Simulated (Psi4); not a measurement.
C$_{3}$H$_{10}$Si, charge -1, sextet, at the geometry of the source list (a state made from the parent by changing its charge; the spin is typed, not shown lowest) (a gas-phase anion, which may not be bound at this level); MP2/6-31G (Psi4 1.11).

Input for Psi4:
```
memory 2 GB

molecule {
-1 6
  Si    0.06090000    0.22490000    0.46560000
  C    -0.93200000    1.38420000   -0.67160000
  C     1.76960000   -0.11080000   -0.30300000
  C    -0.87690000   -1.41820000    0.67490000
  H     0.23360000    0.86220000    1.78490000
  H    -1.08030000    0.94810000   -1.65580000
  H    -1.91320000    1.59710000   -0.25810000
  H    -0.42270000    2.33340000   -0.80880000
  H     2.36230000   -0.76890000    0.32530000
  H     1.68360000   -0.58130000   -1.27870000
  H     2.33130000    0.80940000   -0.43310000
  H    -1.02380000   -1.91880000   -0.27830000
  H    -1.85700000   -1.25970000    1.11460000
  H    -0.33550000   -2.10170000    1.32220000
}

set basis 6-31g
set reference uhf

energy('mp2')
print_variables()
```

What the program printed (banner, timings and long lists left out):

```
    SCF Algorithm Type (re)set to DF.

   => Loading Basis Set <=

    Name: 6-31G
    Role: ORBITAL
    Keyword: BASIS

         ---------------------------------------------------------
                                   SCF
               by Justin Turney, Rob Parrish, Andy Simmonett
                          and Daniel G. A. Smith
                              UHF Reference
         ---------------------------------------------------------

  ==> Geometry <==

    Molecular point group: c1
    Full point group: C1

    Geometry (in Angstrom), charge = -1, multiplicity = 6:

       Center              X                  Y                   Z               Mass
    ------------   -----------------  -----------------  -----------------  -----------------
         SI           0.044556442748     0.164491215632     0.340523536783    27.976926534650
         C           -0.948343557252     1.323791215632    -0.796676463217    12.000000000000
         C            1.753256442748    -0.171208784368    -0.428076463217    12.000000000000
         C           -0.893243557252    -1.478608784368     0.549823536783    12.000000000000
         H            0.217256442748     0.801791215632     1.659823536783     1.007825032230
         H           -1.096643557252     0.887691215632    -1.780876463217     1.007825032230
         H           -1.929543557252     1.536691215632    -0.383176463217     1.007825032230
         H           -0.439043557252     2.272991215632    -0.933876463217     1.007825032230
         H            2.345956442748    -0.829308784368     0.200223536783     1.007825032230
         H            1.667256442748    -0.641708784368    -1.403776463217     1.007825032230
         H            2.314956442748     0.748991215632    -0.558176463217     1.007825032230
         H           -1.040143557252    -1.979208784368    -0.403376463217     1.007825032230
         H           -1.873343557252    -1.320108784368     0.989523536783     1.007825032230
         H           -0.351843557252    -2.162108784368     1.197123536783     1.007825032230

  Running in c1 symmetry.

  Rotational constants: A =      0.17343  B =      0.17343  C =      0.10288 [cm^-1]
  Rotational constants: A =   5199.38061  B =   5199.34239  C =   3084.21600 [MHz]
  Nuclear repulsion =  173.758597078400868

  Charge       = -1
  Multiplicity = 6
  Electrons    = 43
  Nalpha       = 24
  Nbeta        = 19

  ==> Algorithm <==

  SCF Algorithm Type is DF.
  DIIS enabled.
  MOM disabled.
  Fractional occupation disabled.
  Guess Type is SAD.
  Energy threshold   = 1.00e-08
  Density threshold  = 1.00e-08
  Integral threshold = 1.00e-12

  ==> Primary Basis <==

  Basis Set: 6-31G
    Blend: 6-31G
    Number of shells: 42
    Number of basis functions: 60
    Number of Cartesian functions: 60
    Spherical Harmonics?: false
    Max angular momentum: 1

   => Loading Basis Set <=

    Name: (6-31G AUX)
    Role: JKFIT
    Keyword: DF_BASIS_SCF

  ==> Integral Setup <==

  SCF_SUBTYPE=INCORE selected. In-core MEM_DF algorithm will be used.
  Using in-core AOs.

  ==> MemDFJK: Density-Fitted J/K Matrices <==

    J tasked:                   Yes
    K tasked:                   Yes
    wK tasked:                   No
    Algorithm:                 Core
    Schwarz Cutoff:           1E-12
    Mask sparsity (%):       0.6667
    Fitting Condition:        1E-10

   => Auxiliary Basis Set <=

  Basis Set: (6-31G AUX)
    Blend: CC-PVDZ-JKFIT
    Number of shells: 198
    Number of basis functions: 623
    Number of Cartesian functions: 623
    Spherical Harmonics?: false
    Max angular momentum: 3

  Minimum eigenvalue in the overlap matrix is 1.0217655184E-02.
  Reciprocal condition number of the overlap matrix is 2.0551327489E-03.
    Using symmetric orthogonalization.

  ==> Pre-Iterations <==

  SCF Guess: Superposition of Atomic Densities via on-the-fly atomic UHF (no occupation information).

   -------------------------
    Irrep   Nso     Nmo
[...]
   @DF-UHF iter  69:  -407.45221297440366   -5.01820e-05   5.34959e-05 DIIS
   @DF-UHF iter  70:  -407.45248509666590   -2.72122e-04   4.33999e-05 DIIS
   @DF-UHF iter  71:  -407.45233789218219    1.47204e-04   4.58255e-05 DIIS
   @DF-UHF iter  72:  -407.45251428028416   -1.76388e-04   3.76896e-05 DIIS
   @DF-UHF iter  73:  -407.45265607767055   -1.41797e-04   3.99483e-05 DIIS
   @DF-UHF iter  74:  -407.45218968793262    4.66390e-04   5.82561e-05 DIIS
   @DF-UHF iter  75:  -407.45227448114281   -8.47932e-05   4.90985e-05 DIIS
   @DF-UHF iter  76:  -407.45236456099121   -9.00798e-05   4.59090e-05 DIIS
   @DF-UHF iter  77:  -407.45233204091926    3.25201e-05   4.89556e-05 DIIS
   @DF-UHF iter  78:  -407.45221370218576    1.18339e-04   5.59293e-05 DIIS
   @DF-UHF iter  79:  -407.45216107918156    5.26230e-05   6.25441e-05 DIIS
   @DF-UHF iter  80:  -407.45224047037686   -7.93912e-05   5.60124e-05 DIIS
   @DF-UHF iter  81:  -407.45218776246696    5.27079e-05   5.94035e-05 DIIS
   @DF-UHF iter  82:  -407.45232545947067   -1.37697e-04   5.21398e-05 DIIS
   @DF-UHF iter  83:  -407.45289679290715   -5.71333e-04   6.10343e-05 DIIS
   @DF-UHF iter  84:  -407.45198457044432    9.12222e-04   9.84930e-05 DIIS
   @DF-UHF iter  85:  -407.45201860829940   -3.40379e-05   8.85986e-05 DIIS
   @DF-UHF iter  86:  -407.45204468853257   -2.60802e-05   8.49371e-05 DIIS
   @DF-UHF iter  87:  -407.45202838159116    1.63069e-05   8.64929e-05 DIIS
   @DF-UHF iter  88:  -407.45203489955799   -6.51797e-06   8.52018e-05 DIIS
   @DF-UHF iter  89:  -407.45203637870634   -1.47915e-06   8.53508e-05 DIIS
   @DF-UHF iter  90:  -407.45202848959855    7.88911e-06   8.87267e-05 DIIS
   @DF-UHF iter  91:  -407.45199035490225    3.81347e-05   9.27258e-05 DIIS
   @DF-UHF iter  92:  -407.45194535728939    4.49976e-05   9.71459e-05 DIIS
   @DF-UHF iter  93:  -407.45214950286623   -2.04146e-04   6.39707e-05 DIIS
   @DF-UHF iter  94:  -407.45250384142253   -3.54339e-04   3.80406e-05 DIIS
   @DF-UHF iter  95:  -407.45269814637174   -1.94305e-04   4.85079e-05 DIIS
   @DF-UHF iter  96:  -407.45212759200592    5.70554e-04   6.82092e-05 DIIS
   @DF-UHF iter  97:  -407.45212731379382    2.78212e-07   6.81150e-05 DIIS
   @DF-UHF iter  98:  -407.45226995691888   -1.42643e-04   4.97165e-05 DIIS
   @DF-UHF iter  99:  -407.45230801507284   -3.80582e-05   4.30876e-05 DIIS
   @DF-UHF iter 100:  -407.45231406520764   -6.05013e-06   4.28215e-05 DIIS

PsiException: Could not converge SCF iterations in 100 iterations.

  Failed to converge.

Traceback (most recent call last):
  File "psi4", line 375, in <module>
  File "<string>", line 35, in <module>
  File "site-packages/psi4/driver/driver.py", line 533, in energy
  File "site-packages/psi4/driver/procrouting/proc.py", line 167, in select_mp2
  File "site-packages/psi4/driver/procrouting/proc.py", line 4366, in run_dfmp2
  File "site-packages/psi4/driver/procrouting/proc.py", line 2047, in scf_helper
  File "site-packages/psi4/driver/procrouting/scf_proc/scf_iterator.py", line 93, in scf_compute_energy
  File "site-packages/psi4/driver/procrouting/scf_proc/scf_iterator.py", line 86, in scf_compute_energy
  File "site-packages/psi4/driver/procrouting/scf_proc/scf_iterator.py", line 609, in scf_iterate

psi4.driver.p4util.exceptions.SCFConvergenceError: Could not converge SCF iterations in 100 iterations.

Printing out the relevant lines from the Psithon --> Python processed input file:
      H    -0.33550000   -2.10170000    1.32220000
    """)
    core.IO.set_default_namespace("")
    core.set_global_option("BASIS", "6-31g")
    core.set_global_option("REFERENCE", "uhf")
--> energy('mp2')
    print_variables()

!-------------------------------------------------------!
!                                                       !
!  Could not converge SCF iterations in 100 iterations. !
!                                                       !
!-------------------------------------------------------!
```

The run did not converge; its last values are not results.
